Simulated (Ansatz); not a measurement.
Ansatz (an electronic-structure program) input (CCSD(T)/aug-cc-pVDZ):

Ansatz 0.2 input:
```yaml
crystal:
  periodic: [false, false, false]
  atoms:
    - {symbol: F, position_ang: [0.00000000, 0.00000000, 0.00000000]}
basis:
  gaussian:
    orbitals: aug-cc-pVDZ
magnetization: {spin_polarized: true, initial_magnetization: 1}
correlation: {method: ccsd_t, electrons: outside_noble_gas}
scf: {lower_state_search: full}
```

Output:

```
Functional definition: HF
integrals: 0.00 GiB planned
122 factors; integrals over basis functions are off by at most 1.6e-4 eV
mean field: 0.04 GiB planned
mean field evaluation 1: about -2704.1152 eV, gradient 7.3e0 eV
mean field evaluation 2: about -2704.1156 eV, gradient 7.3e0 eV
mean field evaluation 4: about -2704.2942 eV, gradient 7.5e-1 eV
mean field evaluation 8: about -2704.2973 eV, gradient 1.7e-5 eV
mean field evaluation 16: about -2704.2969 eV, gradient 1.9e-1 eV
mean field evaluation 32: about -2704.2973 eV, gradient 2.8e-6 eV
mean field evaluation 64: about -2704.2972 eV, gradient 1.1e-1 eV
mean field evaluation 96: about -2704.2973 eV, gradient 1.4e-3 eV
mean field -2704.29727377 eV, -99.3810917727 hartree, gradient 7.6e-7 eV, S^2 0.753642; 6 other end points of the search recorded, 0 dependent functions left out
1 core orbitals not correlated
reference -2704.29727377 eV, -99.3810917727 hartree; 4, 3 occupied and 18, 19 virtual orbitals, 122 factors
second order -4.20703957 eV of doubles, -0.00000000 eV of singles
coupled cluster: 0.05 GiB planned
cycle   1  -4.44250236 eV  change   -2.4e-1 eV  update   3.5e-2
cycle   2  -4.51578932 eV  change   -7.3e-2 eV  update   9.2e-3
cycle   3  -4.53505842 eV  change   -1.9e-2 eV  update   4.9e-3
cycle   4  -4.53453205 eV  change    5.3e-4 eV  update   1.6e-3
cycle   5  -4.53450655 eV  change    2.6e-5 eV  update   5.9e-4
cycle   6  -4.53491954 eV  change   -4.1e-4 eV  update   1.6e-4
cycle   7  -4.53493846 eV  change   -1.9e-5 eV  update   3.6e-5
cycle   8  -4.53493174 eV  change    6.7e-6 eV  update   9.5e-6
cycle   9  -4.53492962 eV  change    2.1e-6 eV  update   3.1e-6
perturbative correction -0.06314498 eV, -0.0023205353 hartree
Total energy: -2708.89534838 eV, -99.5500678978 hartree
```
